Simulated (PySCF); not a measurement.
C₁₀H₉P.
Atom-mapped SMILES: `[CH:1]#[C:2][P:3]1[CH2:4][c:5]2[cH:6][cH:7][cH:8][cH:9][c:10]2[CH2:11]1`

Probes without a nucleus sit at each ring's centroid and 1 Å off its mean plane on both sides; NICS is minus the shielding there, NICSzz its component along the normal. Level: GIAO PBE0/pcSseg-1 (PySCF, non-relativistic, gas phase) on the GFN2-xTB geometry, one conformer.

Rings: 1. P3–C4–C5–C10–C11; 2. C5–C6–C7–C8–C9–C10.

| set | NICS(0) | NICS(1), two faces | NICS(1)zz, two faces |
| --- | --- | --- | --- |
| P | -1.0 | -2.2 / -3.1 | -1.0 / -0.8 |
| Q | -8.4 | -10.9 / -11.2 | -27.1 / -27.7 |

**Question.** Which set (ppm) belongs to which ring?

**Answer.** P = 1, Q = 2.
- 1 (5-membered ring with P; formal bonds 1 aromatic, 4 single): mean NICS(1)zz -0.9 ppm, near zero. C4, C11 have four or more neighbours; no verdict on aromaticity is drawn.
- 2 (6-membered carbocycle; formal bonds all aromatic): mean NICS(1)zz -27.4 ppm, shielded. For a flat ring without four-coordinate atoms the NICS criterion counts such a value as aromatic, though in fused rings the probe also feels the neighbouring ring.

**Question.** How do the rings differ in shape?

**Answer.** 
```
ring                          bond lengths (Å)  rms pucker (Å)  HOMA  nearest outside atom to a NICS(1) probe (Å)
   1         1.871, 1.500, 1.392, 1.500, 1.871            0.14     –                                  carbon 1.64
   2  1.383, 1.386, 1.384, 1.386, 1.383, 1.392            0.00  1.00                                hydrogen 2.65
```

HOMA = 1 − mean of α(R − Ropt)² over the ring bonds, with Krygowski's 1993 parameters (CC: Ropt 1.388 Å, α 257.7 Å⁻²). A dash marks a ring with a four-coordinate atom, a triple bond, no multiple bond or a kind of bond without parameters.
